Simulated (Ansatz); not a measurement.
`B[CH]([GeH3])C=N`, relaxed with RKS PBE-D4/def2-SVP in Ansatz 0.2.0 from a rough embedded geometry. The force threshold is 0.03 eV/Å; the program also tests the step.

Total charge 0; spin multiplicity 1.

Start:

```xyz
13

B    -0.720    0.967   -1.005
C    -0.030    0.318    0.243
Ge    1.702   -0.283   -0.334
C    -0.806   -0.903    0.773
N    -1.882   -0.635    1.512
H    -1.048    0.335   -1.954
H    -1.090    2.096   -0.953
H     0.131    1.031    1.034
H     2.526    0.894   -0.937
H     1.542   -1.355   -1.501
H     2.465   -0.934    0.823
H    -0.525   -1.873    0.565
H    -2.266    0.343    1.733
```

| step | energy (eV) | largest force (eV/Å) | largest move (Å) |
| --- | --- | --- | --- |
| 1 | -60861.8359 | 7.887 | 0.000 |
| 2 | -60862.4552 | 2.018 | 0.195 |
| 3 | -60862.6018 | 0.704 | 0.199 |
| 4 | -60862.6518 | 0.480 | 0.174 |
| 5 | -60862.7259 | 0.201 | 0.200 |
| 6 | -60862.7690 | 0.231 | 0.200 |
| 7 | -60862.7872 | 0.824 | 0.195 |
| 8 | -60862.8089 | 0.271 | 0.171 |
| 9 | -60862.8151 | 0.418 | 0.080 |
| 10 (rejected) | -60862.8134 | 0.323 | 0.073 |
| 11 | -60862.8214 | 0.099 | 0.036 |
| 12 | -60862.8244 | 0.061 | 0.100 |
| 13 | -60862.8251 | 0.104 | 0.095 |
| 14 | -60862.8266 | 0.051 | 0.018 |
| 15 | -60862.8290 | 0.044 | 0.090 |
| 16 | -60862.8297 | 0.140 | 0.190 |
| 17 | -60862.8326 | 0.061 | 0.040 |
| 18 | -60862.8354 | 0.082 | 0.106 |
| 19 | -60862.8370 | 0.157 | 0.184 |
| 20 | -60862.8396 | 0.066 | 0.034 |
| 21 (rejected) | -60862.8383 | 0.099 | 0.071 |
| 22 | -60862.8411 | 0.021 | 0.035 |
| 23 | -60862.8430 | 0.053 | 0.098 |
| 24 (rejected) | -60862.8430 | 0.139 | 0.147 |
| 25 | -60862.8445 | 0.036 | 0.071 |
| 26 | -60862.8454 | 0.039 | 0.073 |
| 27 | -60862.8458 | 0.074 | 0.097 |
| 28 | -60862.8462 | 0.049 | 0.009 |
| 29 | -60862.8465 | 0.019 | 0.014 |

End:

```xyz
13

B    -0.478    1.082   -1.090
C    -0.342    0.384    0.274
Ge    1.557   -0.186   -0.268
C    -1.138   -0.848    0.576
N    -1.676   -1.189    1.687
H    -0.857    0.448   -2.061
H    -0.150    2.245   -1.227
H    -0.193    1.031    1.163
H     1.996    0.490   -1.596
H     1.542   -1.719   -0.450
H     2.492    0.269    0.874
H    -1.299   -1.524   -0.296
H    -1.454   -0.483    2.416
```

Hardware: 2 threads of an AMD EPYC 7R13 on a shared host. Wall time 64 s, peak host memory 0.19 GiB.
